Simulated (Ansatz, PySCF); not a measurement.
System: carbon atom, C, charge 0, multiplicity 3.

Quantity: ionisation energy to the doublet, in eV. Set-up: valence correlation only; each state is the SCF solution reached for its charge and spin; 6-311+G** with 5d; UHF or UKS for open shells; no spin-orbit coupling; non-relativistic; 6-31G* and kin with 6d, 5d where marked. CBS(X,Y): correlation extrapolated as X^-3; Hartree-Fock from the larger set.

Measured values: NIST ASD by pymatgen's periodic table; they hold spin-orbit and core effects. 

Value to compare with, the measured value: 11.26 eV.

```
level                                 program  ionisation energy to the doublet (eV)  error
------------------------------------  -------  -------------------------------------  -----
PBE/6-311+G**                          Ansatz                                  11.54   0.28
B3LYP/STO-3G                           Ansatz                                   9.62  -1.64
B3LYP/3-21G                            Ansatz                                  11.51   0.25
B3LYP/6-31G*                           Ansatz                                  11.40   0.14
M06-2X/6-31G* (5d)                      PySCF                                  11.19  -0.07
MP2/6-31G*                             Ansatz                                  10.94  -0.32
wB97M-V/def2-TZVPD                     Ansatz                                  11.30   0.04
CCSD(T)/CBS(aug-cc-pVTZ,aug-cc-pVQZ)   Ansatz                                  11.22  -0.04
```

Among the 6 habitual levels, B3LYP/STO-3G lies farthest from the measured value (-1.64 eV) and M06-2X/6-31G* (5d) nearest (-0.07); 3 of 6 lie above it, and their mean absolute error is 0.45 eV, the median 0.27. One case shows no general order.

The levels are drawn from those run, B3LYP/6-31G* more often than the rest, none by its result; runs whose electronic state is in doubt are left out.

Ansatz is a quantum-chemistry and plane-wave program.
